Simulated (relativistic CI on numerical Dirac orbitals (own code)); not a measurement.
## Slater and spin-orbit integrals, Re XVII

Calculated at this level of theory: Dirac-Coulomb-Breit CI, KLI orbitals optimised for each configuration, QED by a radiative potential, unscaled Slater integrals (own radial code, finite nucleus).

Slater integrals F^k, G^k are unscaled and averaged over j, outside the closed core [Kr]; ζ comes from projecting the Hamiltonian with its Breit term on Σ l·s of the shell.

- 4d10 4f11 5s2: F^2(4f,4f) = 197240, F^4(4f,4f) = 126430, F^6(4f,4f) = 91769, ζ(4f) = 6115.7 cm⁻¹; <r>(4f) = 0.5116, <r^2>(4f) = 0.3094 (bohr units).
- 4d10 4f12 5s: F^2(4f,4f) = 194160, F^4(4f,4f) = 124320, F^6(4f,4f) = 90189, ζ(4f) = 5928.9, G^3(4f,5s) = 35767 cm⁻¹; <r>(4f) = 0.5183, <r^2>(4f) = 0.318, <r>(5s) = 0.9079, <r^2>(5s) = 0.9171 (bohr units).
- 4d10 4f11 5s 5p: F^2(4f,4f) = 197530, F^4(4f,4f) = 126640, F^6(4f,4f) = 91925, ζ(4f) = 6155.1, G^3(4f,5s) = 35098, F^2(4f,5p) = 82898, G^2(4f,5p) = 30002, G^4(4f,5p) = 26565, G^1(5s,5p) = 141610, ζ(5p) = 96594 cm⁻¹; <r>(4f) = 0.5111, <r^2>(4f) = 0.3086, <r>(5s) = 0.9033, <r^2>(5s) = 0.908, <r>(5p) = 0.9774, <r^2>(5p) = 1.066 (bohr units).

Averages of the first 10 configurations, taken without configuration mixing, which lowers the lowest level and can move excited configurations by several eV; other configurations of the list can lie among them:

```
   Configuration  Parity  States  Average energy above the lowest level (eV)
   4d10 4f11 5s2     odd     364                                         9.3
    4d10 4f12 5s    even     182                                         6.9
 4d10 4f11 5s 5p    even    4368                                        55.5
4d10 4f10 5s2 5p     odd    6006                                        62.6
    4d10 4f12 5d    even     910                                       120.6
    4d10 4f12 6s    even     182                                       176.0
    4d9 4f12 5s2    even     910                                       239.6
 4d10 4f11 5p 6s    even    4368                                       229.9
4d10 4f10 5s2 6s    even    2002                                       190.9
       4d10 4f13     odd      14                                        11.3
```
